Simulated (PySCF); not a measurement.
# Fractional electron number in Co⁺ (cobalt, charge +1)

The 3d beta orbital of [Ar] 3d8 is emptied in steps (occupation f), with all orbitals relaxed, ending at [Ar] 3d7. Calculation: PySCF 2.14, in def2-TZVP (6s4p4d1f, 45 functions); no relativity, point nucleus. The exact energy is a straight line in f; departures are measured from the line between the end points of the same method.

```tsv
f	BHandHLYP (eV)	wB97X (eV)	r2SCAN0 (eV)
1	0.000	0.000	0.000
0.75	-0.329	-0.319	-0.719
0.5	-0.464	-0.444	-0.971
0.25	-0.366	-0.345	-0.735
0	0.000	0.000	0.000
```

```json
{"method": "BHandHLYP", "E(f=0) − E(f=1) (eV)": "17.170", "−ε at f=1 (eV)": "15.529", "−ε at f=0.5 (eV)": "17.075"}
{"method": "wB97X", "E(f=0) − E(f=1) (eV)": "17.727", "−ε at f=1 (eV)": "16.108", "−ε at f=0.5 (eV)": "17.658"}
{"method": "r2SCAN0", "E(f=0) − E(f=1) (eV)": "17.396", "−ε at f=1 (eV)": "13.622", "−ε at f=0.5 (eV)": "17.356"}
```

Orbital energy along the path (eV):

```tsv
f	BHandHLYP	wB97X	r2SCAN0
1	-15.529	-16.108	-13.622
0.75	-16.212	-16.816	-15.436
0.5	-17.075	-17.658	-17.356
0.25	-18.076	-18.606	-19.337
0	-19.215	-19.591	-21.325
```

Reference removal energy between the ground levels: 17.084 eV (measured; NIST Atomic Spectra Database, ionization energies). The calculation has no spin-orbit coupling. The determinant left behind need not be the lowest term of the ion.
